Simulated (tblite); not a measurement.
Species: C₆H₇ClN₂O.
Z-matrix (Å and degrees, GFN2-xTB geometry), rows numbered from 1:
```
C 
C   1  1.5077
O   2  1.2106  1  122.46
C   2  1.4656  1  116.41  3  -179.98
C   4  1.4154  2  125.01  1   179.99
N   5  1.3112  4  111.51  2  -179.98
N   6  1.3325  5  106.62  4    -0.03
C   7  1.4342  6  120.93  5   179.98
C   7  1.3473  6  111.33  5     0.01
Cl  9  1.7033  4  132.53  2    -0.01
H   1  1.0879  2  110.04  3   120.48
H   1  1.0880  2  110.04  3  -120.18
H   1  1.0867  2  109.37  3     0.17
H   5  1.0706  4  127.01  2    -0.01
H   8  1.0912  7  110.52  6   119.75
H   8  1.0912  7  110.51  6  -119.41
H   8  1.0873  7  107.22  6     0.16
```

Calculated harmonic vibrations of the isolated species, GFN2-xTB (tblite), most abundant isotopes, no scaling. The method is semi-empirical: single wavenumbers can be off by several per cent or more. One conformer, not necessarily the lowest.

Harmonic wavenumbers (cm⁻¹): 40.9, 94.6, 103.0, 153.0, 186.1, 203.7, 241.2, 257.8, 314.5, 364.4, 477.0, 520.9, 543.0, 603.3, 643.6, 655.7, 763.3, 851.1, 971.5, 988.6, 989.0, 1021.3, 1074.7, 1100.7, 1119.1, 1186.1, 1330.6, 1357.2, 1368.1, 1386.4, 1428.9, 1445.0, 1446.9, 1455.6, 1458.6, 1461.5, 1522.1, 1727.0, 2989.5, 3000.9, 3025.5, 3030.2, 3057.2, 3057.9, 3193.7.

A = 1756, B = 1008, C = 645.4 MHz; mass 158.025 u (most abundant isotopes); point group Cs, symmetry number 1.

**Question.** Zero-point energy?

**Answer.** Half the sum of the wavenumbers: 27105 cm⁻¹ = 324.26 kJ/mol.

**Question.** Entropy at 298.15 K, 1 bar (ideal gas, RRHO, classical rotation)?

**Answer.** Translation 172.00, rotation 125.61, vibration 122.91: S = 420.5 J/(mol K).

**Question.** And Cp and H(298.15 K) − H(0)?

**Answer.** Cp = 157.71 J/(mol K), of which vibrations give 124.45 (their classical limit is 45 R = 374.2); H(298.15 K) − H(0) = 29.28 kJ/mol without the zero-point energy, 19.37 from vibrations.

**Question.** What must be added to the electronic energy to get the Gibbs energy at 298.15 K and 1 bar?

**Answer.** ZPE + [H(298.15 K) − H(0)] − T·S = 324.26 + 29.28 − 125.38 = 228.16 kJ/mol.

**Question.** How do the functions run with temperature in this model?

**Answer.** 
| T (K) | S (J/(mol K)) | Cp (J/(mol K)) | H − H(0) (kJ/mol) | G − H(0) (kJ/mol) | ln q(vib) |
| --- | --- | --- | --- | --- | --- |
| 150 | 333.5 | 101.7 | 10.04 | -39.98 | 3.01 |
| 250 | 394.4 | 139.7 | 22.12 | -76.47 | 5.70 |
| 400 | 472.1 | 194.3 | 47.24 | -141.58 | 9.60 |
| 600 | 562.4 | 251.5 | 92.17 | -245.25 | 14.57 |
| 900 | 675.4 | 305.0 | 176.38 | -431.52 | 21.45 |

q(vib) and H(0) count from the zero-point level.

**Question.** Blend soft modes into free rotors: weight 1/[1 + (100 cm⁻¹/ν̃)⁴] for the oscillator and the rest for a rotor with moment μB/(μ + B), μ = h/(8π²ν), B = 10⁻⁴⁴ kg m². What vibrational entropy results?

**Answer.** 114.23 J/(mol K) in place of 122.91, which changes −T·S at 298.15 K by +2.59 kJ/mol.

**Question.** Which modes carry the vibrational entropy at 298.15 K?

**Answer.** 40.9 cm⁻¹: 21.82; 94.6 cm⁻¹: 14.91; 103.0 cm⁻¹: 14.21; 153.0 cm⁻¹: 11.02; 186.1 cm⁻¹: 9.48; 203.7 cm⁻¹: 8.78 J/(mol K); the other 39 give 42.68 together.

Hindered rotation and anharmonicity are outside this model. Other conformers, if any are populated, would add a mixing term that is left out.

Hardware: one thread of an Arm Neoverse V1 (shared host). This covers the Hessian and the dipole derivatives.
